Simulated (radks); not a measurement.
Task: Re38+, configuration [Kr] 4d1. Calculated with a radial shooting solver on a logarithmic mesh with Libxc functionals: scalar-relativistic Kohn-Sham, r2SCAN, spin-unpolarised, spherical densities, finite nucleus; meta-GGA in the generalised Kohn-Sham scheme; Fermi nuclear charge, rms radius 5.3698 fm. Some entries of the table are withheld. Estimate them.

orbital  occ.  eigenvalue (Ry)  r(max) (bohr)  <1/r> (bohr^-1)
1s          2        -5395.282        0.01124            88.72
2s          2        -1039.273        0.06449            20.79
2p          6        -922.6382        0.05302            18.76
3s          2        -332.2645            (1)            7.801
3p          6              (2)         0.1790            7.193
3d         10        -259.0852         0.1457            6.781
4s          2        -149.8933         0.3898            3.694
4p          6        -137.0296         0.4017              (3)
4d          1        -121.8431         0.3960            3.239

Result: 
(1) 3s r(max) (bohr): 0.1809
(2) 3p eigenvalue (Ry): -297.5882
(3) 4p <1/r> (bohr^-1): 3.452
